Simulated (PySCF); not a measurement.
Br5W, SMILES [Br][W+]([Br])([Br])([Br])[Br], charge +1, multiplicity 1.

The structure is a stationary point at B3LYP-D3(BJ)/def2-SVP. The multiplicity is an assumed one; other spin states were not compared. The def2 effective core potentials stand for the cores of W; spin–orbit coupling is left out.

The numbers are results of TDA-B3LYP/def2-SVPD (PySCF), not measurements.

Vertical excitations; the highest root listed may be one member of a degenerate set. The molecule is in vacuum. State labels are in the subgroup C2v.

Computed lowest excited states:
```
state  symmetry  energy (eV)  λ (nm)      f                                                main pairs
-----  --------  -----------  ------  -----  --------------------------------------------------------
S1           B1         1.82     683  0.000                        HOMO→LUMO+1 50 %, HOMO−1→LUMO 50 %
S2           B1         1.98     628  0.004  HOMO−1→LUMO, HOMO→LUMO+1, HOMO−2→LUMO+1 (degenerate set)
S3           A1         1.98     628  0.004    HOMO→LUMO, HOMO−1→LUMO+1, HOMO−2→LUMO (degenerate set)
S4           A2         2.22     559  0.000                      HOMO−3→LUMO+1 49 %, HOMO−4→LUMO 49 %
S5           B2         2.36     526  0.000               HOMO−3→LUMO, HOMO−4→LUMO+1 (degenerate set)
S6           A2         2.36     526  0.000               HOMO−4→LUMO, HOMO−3→LUMO+1 (degenerate set)
T1           A1         1.50     827      0                        HOMO→LUMO 50 %, HOMO−1→LUMO+1 50 %
T2           A1         1.63     761      0                        HOMO−1→LUMO+1 48 %, HOMO→LUMO 48 %
```
Triplets are in the Tamm–Dancoff approximation.
